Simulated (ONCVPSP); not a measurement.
**Varying the ONCV potential for lithium (Li)**

Base potential:

Li (Z = 3), optimised norm-conserving Vanderbilt (ONCV), made with ONCVPSP 4.0.1 (PBE, scalar-relativistic). Core none, reference 1s2 2s1. Waves: 1s+2s: rc 1.10 bohr, ncon 4, nbas 8, qcut 11.3 1/bohr, 2 projectors; p scattering state at 0.32 Ha: rc 1.10 bohr, ncon 4, nbas 8, qcut 7.3 1/bohr, 1 projector; d scattering state at 0.47 Ha: rc 1.20 bohr, ncon 3, nbas 6, qcut 7.6 1/bohr, 2 projectors, debl 2.5 Ha. Local part: polynomial inside 1.00 bohr (lpopt 5, dvloc0 0 Ha). Core correction: none.

All-electron outer shells of the reference configuration (PBE, scalar-relativistic, ld1.x):

```
shell  level (eV)  outermost node (bohr)  outermost maximum (bohr)
   1s      -51.85                      –                      0.36
   2s       -2.87                   0.83                      3.12
```

Cutoffs, loose and tight: the cutoffs (Ha) at which the residual kinetic energy of the hardest occupied pseudo-wave falls to 1 and 0.1 mHa per electron. They do not see the model core or the augmentation charge, which bear on the density cutoff. Test errors are all-electron minus pseudo excitation energies from the reference, over the configurations 1s2 2s0; 1s2 2s0.5; 1s2 2s0 2p1; 1s1 2s1. A dash means not determined; rows that change the core or the reference have their own tests.

```tsv
change	outcome	cutoff, loose	cutoff, tight	bound ghosts	GHOST(+) flags above zero	largest test error (meV)
base	generated	44 Ha	52 Ha	none	none	+727
p: qcut 8	generated	44 Ha	52 Ha	none	none	+727
functional LDA (Perdew-Wang 92)	generated	44 Ha	52 Ha	none	none	+683
local potential polynomial inside 1.00 bohr (lpopt 5, dvloc0 6 Ha)	generated	44 Ha	52 Ha	none	none	+721
non-relativistic	generated	44 Ha	52 Ha	none	none	+727
```

What comes out with this change to the base: s: qcut 16.6; p: qcut 10.7; d: qcut 11.2?

outcome: generated; cutoff, loose: 57 Ha; cutoff, tight: 70 Ha; bound ghosts: none; GHOST(+) flags above zero: none; largest test error (meV): +495.
